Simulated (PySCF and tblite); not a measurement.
Values are calculated unless marked as measured or tabulated.
2 regioisomers of C₄H₄FNO₂:

```json
{"isomer": "A", "SMILES": "[OH:1][c:2]1[cH:3][n:4][c:5]([CH2:6][F:7])[o:8]1"}
{"isomer": "B", "SMILES": "[OH:1][c:2]1[o:3][cH:4][n:5][c:6]1[CH2:7][F:8]"}
```

Protocol: conformer search, at most 6 conformers an isomer, GFN2-xTB geometries, energies B3LYP/def2-SVP (IEF-PCM, dichloromethane) (D3(BJ) added where defined), weights at 298.15 K with GFN2-xTB thermal terms. Programs: PySCF with density fitting and tblite.

(1) Rank the isomers by free energy at 298.15 K.

The search found a single conformer for at least one isomer; other rotamers may be missing. The minima are those of GFN2-xTB; planar forms about aryl–S or allylic bonds may be saddles in DFT.

## Answers

(1) 
```csv
isomer,ΔG (kcal/mol),"ΔE, lowest conformer",conformers,largest weight %,rms dipole (D)
B,0.0,0.0,2,51,3.02
A,0.4,0.8,1,100,3.25
```
